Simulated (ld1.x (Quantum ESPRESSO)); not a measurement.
**Configuration tests for palladium (Pd) (TM)**

palladium, norm-conserving Troullier–Martins (Kleinman–Bylander form), made with ld1.x (Quantum ESPRESSO) 7.5 (LDA (PZ), scalar-relativistic). Core [Kr], reference 4d10 5s0 5p0. Waves: 5s (bound, empty): rc 2.70 bohr; 5p (bound, empty): rc 3.75 bohr; 4d (bound): rc 1.15 bohr. Local part: the d channel. Core correction: none.

Energies are relative to the spin-unpolarised reference configuration 4d10 5s0 5p0; without spin polarisation the order of configurations can differ from experiment. Spin-polarised rows fill each open shell by Hund’s rule, majority spin first.

```tsv
valence configuration	charge	ΔE all-electron (eV)	error AE − PS (meV)
4d9 5s0 5p0	+1	9.389	-2.9
4d8 5s0 5p0	+2	30.470	-51
4d7 5s0 5p0	+3	65.065	-228
4d9.5 5s0 5p0	+0.5	3.370	+0.2
4d9 5s1 5p0	0	1.436	-25
4d8 5s1 5p0	+1	13.796	-85
4d9 5s0 5p0 (spin-polarised)	+1	9.244	+98
4d8 5s0 5p0 (spin-polarised)	+2	29.835	+424
```

(1) What are ΔE and the potential's error for 4d6 5s0 5p0?

Note: ghost states, extra bound levels that the all-electron valence spectrum of the same l lacks: s at -135.4 eV, p at -39.7 eV. A true bound ghost makes a file unfit for plane-wave use.

Answers

(1) ΔE = 114.618 eV all-electron; the error (AE − PS) is -632 meV.

These tests converged, but a pseudo level misses the all-electron one widely, so the file describes the atom poorly there or has found another state: 4d6 5s0 5p0: empty 5s by 11.1 eV.
